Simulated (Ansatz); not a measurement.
```yaml
crystal:
  periodic: [false, false, false]
  atoms:
    - {symbol: N, position_ang: [-1.356125, 0.860132, -0.784977]}
    - {symbol: Nb, position_ang: [0.249955, 0.012617, -0.331828]}
    - {symbol: N, position_ang: [0.558286, -0.850720, 1.435043]}
    - {symbol: S, position_ang: [0.495042, -1.736644, -1.881265]}
    - {symbol: Cl, position_ang: [1.964778, 1.394434, -0.752688]}
    - {symbol: H, position_ang: [-1.661919, 1.720231, 0.099395]}
    - {symbol: H, position_ang: [-1.847405, 0.615557, -1.338767]}
    - {symbol: H, position_ang: [0.382690, -0.233518, 2.190254]}
    - {symbol: H, position_ang: [0.769688, -1.764030, 1.608025]}
basis:
  gaussian: {orbitals: x2c-TZVPPall}
magnetization: {spin_polarized: true, initial_magnetization: 0}
hamiltonian: {xc: {name: HSE06}, pseudopotentials: {relativity: scalar}}
accuracy: high
relax: {f_tol: 0.0001, max_steps: 1}
output: {forces: true}
```

```sh
$ ansatz run in.yaml --threads 4 --pin off --events-out ev --progress --plain --max-ram 10444MiB
```

Output, abridged:

```
Functional definition: HSE06
5018 factors; integrals over basis functions are off by at most 3.4e-9 eV
146 factors; integrals over basis functions are off by at most 5.3e-10 eV
mean field evaluation 1: about -130373.8812 eV, gradient 6.8e1 eV
mean field evaluation 2: about -130281.7747 eV, gradient 1.5e2 eV
mean field evaluation 4: about -130374.9847 eV, gradient 5.9e1 eV
mean field evaluation 8: about -130391.2518 eV, gradient 8.7e-1 eV
mean field evaluation 16: about -130391.3817 eV, gradient 2.6e-3 eV
mean field -130391.38174080 eV, -4791.7948965214 hartree, gradient 1.8e-8 eV, S^2 0.000000; 1 other end points of the search recorded, 0 dependent functions left out
reference -130391.38174773 eV, -4791.7948967762 hartree; 46, 46 occupied and 235, 235 virtual orbitals, 5018 factors
relax step   1: F+E_penalty+E_count = -130391.38174080 eV  Δ(F+E_penalty+E_count) = +0.000e0 eV  max|allowed force component| = 2.024e1 eV/Å  Δτ_max = 0.0000 Å  (60 SCF iters, accepted)
Error: geometry relaxation did not converge after 1 steps: max|allowed force component| = 2.02e1 eV/Å (threshold 1.0e-4). Raise `relax.max_steps` over both its present limit and 1, loosen `relax.f_tol`, or start from a geometry closer to equilibrium. Where this run's directory can be resumed (`checkpoint.write`), a resume goes on for up to `relax.max_steps` more
```

In this input the relaxation is allowed too few steps for its threshold. No converged result was reached.
